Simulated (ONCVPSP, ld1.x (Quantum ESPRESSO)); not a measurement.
Potentials for fluorine compared

Generated with ld1.x 7.5 (TM, RRKJ, ultrasoft, PAW), atompaw 4.2 or ONCVPSP 4.0.1. The cutoff is in Ry: for ld1.x and atompaw files where the sum of valence levels is converged to 10 mRy in a Bessel basis, for ONCV files where the hardest occupied wave has 1 mHa per electron of residual kinetic energy. The error is the largest all-electron minus pseudo excitation energy over each file’s own four to seven test configurations (ionisations up to +4, promotions, holes and added fractions of an electron), all of which were solved. The labels leave out finer settings (local radius, basis sizes, second energies), which also bear on the numbers. Spin-polarised tests are not counted. The rows are a selection from randomly drawn settings: files with unsolved tests, undetermined cutoffs or missed reference levels are left out.

A true bound ghost makes a file unfit for plane-wave use even where its test errors are small: the radial tests pick states by their node count and pass the ghost by.

| potential | cutoff (Ry) | largest error (meV) | bound ghosts |
| --- | --- | --- | --- |
| ONCV, LDA (Perdew-Zunger), scalar-relativistic, rc 0.80/1.65 (sp), local s, core correction no, reference 2s2 2p3, qcut 6.5/6.8, projectors 0/2 | 602 | +884 | none |
| ONCV, PBE, scalar-relativistic, rc 0.75/1.70/1.55 (spd), local smoothed, core correction yes, reference 2s2 2p5, qcut 9.2/8/5.3, projectors 2/2/2 | 146 | +2308 | none |
| ONCV, PBE, scalar-relativistic, rc 0.75/1.40 (sp), local smoothed, core correction yes, reference 2s2 2p5, qcut 6.8/8.5, projectors 2/2 | 436 | +1227 | none |
| ONCV, PBE, non-relativistic, rc 0.75/0.90 (sp), local smoothed, core correction no, reference 2s2 2p5, qcut 10.1/10.5, projectors 3/1 | 105 | +192 | s |

Question: Fill in the row for F: TM, PBE, scalar-relativistic, rc 0.64/1.24 (sp), local smoothed, core correction no, reference 2s2 2p5.

Answer: cutoff 140 Ry, largest error +1351 meV, bound ghosts: none.

Question: Fill in the row for F: ONCV, PBE, scalar-relativistic, rc 0.60/1.00/0.90 (spd), local smoothed, core correction yes, reference 2s2 2p3, qcut 11.8/13.4/11.8, projectors 2/1/2.

Answer: cutoff 123 Ry, largest error +46 meV, bound ghosts: none.

Question: Fill in the row for F: ONCV, LDA (Perdew-Wang 92), scalar-relativistic, rc 0.70/1.15/1.10 (spd), local smoothed, core correction yes, reference 2s1 2p6, qcut 9.4/13.2/9.9, projectors 1/1/1.

Answer: cutoff 144 Ry, largest error +1135 meV, bound ghosts: none.
